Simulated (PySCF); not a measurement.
Hf(O)2 anion (HfO₂), SMILES [O]=[Hf]=[O] (connectivity only; charge and spin as stated), charge -1, multiplicity 2.

Coordinates come from a B3LYP-D3(BJ)/def2-TZVPD optimisation. The spin state was assumed, not searched. The isomer is the one that the SMILES or the coordinates give; other isomers of the formula were not compared. The def2 effective core potentials stand for the cores of Hf; spin–orbit coupling is left out.

Method: PySCF 2.14.0 with B3LYP-D3(BJ)/def2-TZVPD.

Frequencies are harmonic and unscaled.

Computed harmonic wavenumbers and intensities:
```tsv
mode	ν (cm⁻¹)	IR (km/mol)	moving atoms (share of kinetic energy)
1	258	10.3	O 91 %, Hf 9 %
2	761	319.6	O 89 %, Hf 11 %
3	845	111.4	O 94 %
```
